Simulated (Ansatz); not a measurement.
Consider the ligand exchange at the Si–N bond: `FC1OCN1[SiH3]` + `O[Si]1(Cl)CO1` → `[SiH3]O[Si]1(Cl)CO1` + `FC1NCO1`.

Calculated with Ansatz (gas phase, PBE0-D4/def2-TZVP geometries, no zero-point term in ΔE). CCSD(T)/CBS is the MP2 limit (def2-TZVPP, def2-QZVPP) plus CCSD(T) − MP2 in def2-TZVPP, frozen cores. Functionals use def2-TZVPP. B3LYP here is the variant with VWN-RPA as its local correlation; programs differ in this. Each species was taken in one conformer, which may not be the lowest.

| level | ΔE (kJ/mol) |
| --- | --- |
| r2SCAN-D4 | -52.2 |
| ωB97X-V | -53.2 |
| B2PLYP | -54.9 |
| PBE | -46.5 |
| B3LYP | -55.6 |
| HF/def2-TZVPP | -68.0 |
| MP2/def2-QZVPP | -52.3 |
| CCSD/CBS(def2) | -56.6 |

What does CCSD(T)/CBS give? (An estimate is asked.)

Ansatz gave: -54.2 kJ/mol. The listed levels differ from it by 2.0, 1.0, -0.7, 7.7, -1.4, -13.8, 1.9, -2.4 kJ/mol.

Largest T1 diagnostic among the species: 0.012.

From PBE to PBE0 (25 % exact exchange), in def2-TZVPP and without D4, ΔE moves by −4.1 kJ/mol. In def2-TZVPP, CCSD(T) changes the Hartree–Fock value by +14.5 kJ/mol (the triples alone add +2.4 kJ/mol) and MP2 by +16.6 kJ/mol.
